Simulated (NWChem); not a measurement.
H$_{4}$SSi

```xyz
6

Si     0.9643     0.3744     0.0000
S     -1.0100    -0.4740     0.0000
H      1.2116     1.2106     1.2123
H      1.8853    -0.7965     0.0000
H      1.2116     1.2106    -1.2123
H     -1.6493     0.7167     0.0000
```
Charge 0, spin multiplicity 1.

The numbers come from NWChem runs, not from measurements. The geometry was optimised at PBE0/def2-SVP, a minimum by its harmonic frequencies.

Symmetry labels belong to the abelian group Cs used in the runs, with the axes of the coordinates shown.

The structure started from a generated list of species.

Q: List the lowest 3 singlet excitations that CIS/def2-SVPD gives, with oscillator strengths.

A: 
```
state  symmetry  energy (eV)  wavelength (nm)      f
-----  --------  -----------  ---------------  -----
1            a"         6.57              189  0.003
2            a"         7.07              175  0.051
3            a"         8.40              148  0.001
```
